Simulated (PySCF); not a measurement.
C$_{2}$H$_{8}$AlNOSe, singlet, geometry from GFN2-xTB (such geometries of metal compounds can be far from the true shape), with bond 7-3 at 2.4 times its length; CASSCF(4,3)/STO-3G run with PySCF.

Here is a job for PySCF.
```python
from pyscf import gto, scf, mcscf
import numpy

mol = gto.Mole()
mol.atom = '''
    Al   -0.42455938    0.59031094    0.09130053
    N    -1.61478153   -0.72400110   -0.19456147
    C    -3.05137336   -0.54222198   -0.21694652
    C    -1.22027027   -2.09771867   -0.42997892
    H    -3.47186553   -0.82935219   -1.18834900
    H    -3.53933979   -1.14773789    0.55643529
    H    -3.59545264    1.97688596    0.22169601
    H    -1.63214765   -2.76594129    0.33570685
    H    -1.56461329   -2.44727201   -1.41063151
    H    -0.12949506   -2.17115128   -0.40119636
    O    -0.82286683    2.15740306    0.36185789
    H    -1.14845814    3.03363087    0.50915940
    Se    1.81111854    0.01263299    0.07234479
    H     2.22150119    1.36528062    0.33504427
'''
mol.basis = 'sto-3g'
mol.verbose = 4
mol.build()

mf = scf.RHF(mol)
mf.kernel()
mc = mcscf.CASSCF(mf, 3, 4)
mc.fix_spin_(ss=0.0)
mc = mc.newton()
mc.kernel()
occ = numpy.linalg.eigvalsh(mc.fcisolver.make_rdm1(mc.ci, mc.ncas, mc.nelecas))[::-1]
ss = mc.fcisolver.spin_square(mc.ci, mc.ncas, mc.nelecas)[0]
print('natural occupations', occ.round(4), ' <S^2>', round(ss, 4))
```

It wrote (shortened):

```
PySCF version 2.14.0

[INPUT] verbose = 4
[INPUT] num. atoms = 14
[INPUT] num. electrons = 82
[INPUT] charge = 0
[INPUT] spin (= nelec alpha-beta = 2S) = 0
[INPUT] symmetry False subgroup None
[INPUT] Mole.unit = angstrom
[INPUT] Symbol           X                Y                Z      unit          X                Y                Z       unit  Magmom
[...]
nuclear repulsion = 491.311604901429
number of shells = 33
number of NR pGTOs = 165
number of NR cGTOs = 55
basis = sto-3g
ecp = {}

******** <class 'pyscf.scf.hf.RHF'> ********
method = RHF
initial guess = minao
damping factor = 0
level_shift factor = 0
DIIS = <class 'pyscf.scf.diis.CDIIS'>
diis_start_cycle = 1
diis_space = 8
diis_damp = 0
SCF conv_tol = 1e-09
SCF conv_tol_grad = None
SCF max_cycles = 50
direct_scf = True
direct_scf_tol = 1e-13
Set gradient conv threshold to 3.16228e-05
Initial guess from minao.
init E= -2816.40209661337
[...]
cycle= 1 E= -2819.16193305328  delta_E= -2.76  |g|= 0.677  |ddm|= 4.53
[...]
cycle= 2 E= -2819.29459620552  delta_E= -0.133  |g|= 0.404  |ddm|= 1.65
[...]
cycle= 3 E= -2819.35367965789  delta_E= -0.0591  |g|= 0.182  |ddm|= 0.983
[...]
cycle= 4 E= -2819.36997208359  delta_E= -0.0163  |g|= 0.024  |ddm|= 0.347
[...]
cycle= 5 E= -2819.3702534511  delta_E= -0.000281  |g|= 0.00388  |ddm|= 0.0466
[...]
cycle= 6 E= -2819.37026508805  delta_E= -1.16e-05  |g|= 0.0012  |ddm|= 0.011
[...]
cycle= 7 E= -2819.37026596862  delta_E= -8.81e-07  |g|= 0.000401  |ddm|= 0.0027
[...]
cycle= 8 E= -2819.37026609121  delta_E= -1.23e-07  |g|= 8.53e-05  |ddm|= 0.0012
[...]
cycle= 9 E= -2819.37026609797  delta_E= -6.76e-09  |g|= 1.67e-05  |ddm|= 0.000291
[...]
cycle= 10 E= -2819.37026609833  delta_E= -3.53e-10  |g|= 4.88e-06  |ddm|= 6.1e-05
[...]
Extra cycle  E= -2819.37026609836  delta_E= -3.55e-11  |g|= 2.72e-06  |ddm|= 1.18e-05
converged SCF energy = -2819.37026609836

******** <class 'pyscf.mcscf.newton_casscf.CASSCF'> ********
CAS (2e+2e, 3o), ncore = 39, nvir = 13
max_cycle_macro = 50
max_cycle_micro = 10
conv_tol = 1e-07
conv_tol_grad = None
orbital rotation max_stepsize = 0.03
augmented hessian ah_max_cycle = 30
augmented hessian ah_conv_tol = 1e-12
augmented hessian ah_linear dependence = 1e-14
augmented hessian ah_level shift = 1e-08
augmented hessian ah_start_tol = 500
augmented hessian ah_start_cycle = 3
augmented hessian ah_grad_trust_region = 3
kf_trust_region = 3
kf_interval = 5
natorb = False
canonicalization = True
internal_rotation = False
******** <class 'pyscf.fci.addons.SpinPenaltyFCISolver'> ********
max. cycles = 50
conv_tol = 1e-08
davidson only = True
linear dependence = 1e-12
level shift = 0.001
max iter space = 12
nroots = 1
pspace_size = 400
spin = None

WARN: SO-CASSCF (Second order CASSCF) is an experimental feature. Its performance is bad for large systems.

CASCI E = -2819.53786705163  dE = -2819.5379  S^2 = 0.0000000
Set conv_tol_grad to 0.000316228
macro 1 (20 JK  15 micro), CASSCF E = -2819.54973170305  dE = -0.01186  |grad|=0.0564  S^2 = 0.0000000
macro 2 (13 JK  8 micro), CASSCF E = -2819.54977552987  dE = -4.383e-05  |grad|=0.000653  S^2 = 0.0000000
macro 3 (11 JK  7 micro), CASSCF E = -2819.54977557558  dE = -4.571e-08  |grad|=0.000499  S^2 = 0.0000000
macro 4 (11 JK  7 micro), CASSCF E = -2819.54977560358  dE = -2.8e-08  |grad|=0.000356  S^2 = 0.0000000
macro 5 (11 JK  7 micro), CASSCF E = -2819.54977566343  dE = -5.984e-08  |grad|=0.000482  S^2 = 0.0000000
macro 6 (11 JK  7 micro), CASSCF E = -2819.54977612906  dE = -4.656e-07  |grad|=0.000479  S^2 = 0.0000000
macro 7 (11 JK  7 micro), CASSCF E = -2819.54977825502  dE = -2.126e-06  |grad|=0.000388  S^2 = 0.0000000
macro 8 (11 JK  7 micro), CASSCF E = -2819.54978152466  dE = -3.27e-06  |grad|=0.000327  S^2 = 0.0000000
macro 9 (11 JK  7 micro), CASSCF E = -2819.54978376769  dE = -2.243e-06  |grad|=0.000421  S^2 = 0.0000000
macro 10 (11 JK  7 micro), CASSCF E = -2819.54978482196  dE = -1.054e-06  |grad|=0.000224  S^2 = 0.0000000
macro 11 (11 JK  7 micro), CASSCF E = -2819.54978545381  dE = -6.319e-07  |grad|=8.33e-05  S^2 = 0.0000000
macro 12 (8 JK  5 micro), CASSCF E = -2819.54978571756  dE = -2.637e-07  |grad|=8.32e-05  S^2 = 0.0000000
macro 13 (1 JK  0 micro), CASSCF E = -2819.54978571756  dE = 0  |grad|=2.43e-05  S^2 = 0.0000000
newton CASSCF converged in 13 macro (26 KF 115 Hx) steps
CASSCF canonicalization
Density matrix diagonal elements [1.99998157 1.30051358 0.69950485]
CASSCF energy = -2819.54978571756
CASCI E = -2819.54978571756  E(CI) = -3.92258969224213  S^2 = 0.0000000
natural occupations [2.     1.3017 0.6983]  <S^2> 0.0
```
